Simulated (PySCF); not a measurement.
A structure optimised at B3LYP-D3(BJ)/def2-TZVPD, used in a PySCF frequency run:

```
Sb
H 1 1.7177
H 1 1.7177 2 90.34
```
Charge 0, spin multiplicity 2.

**Question.** Write its SMILES, formula and point group.

**Answer.** [SbH2], H2Sb, C2v

**Question.** What are its rotational constants (standard atomic weights)?

**Answer.** 173.76, 168.94, 85.659 GHz
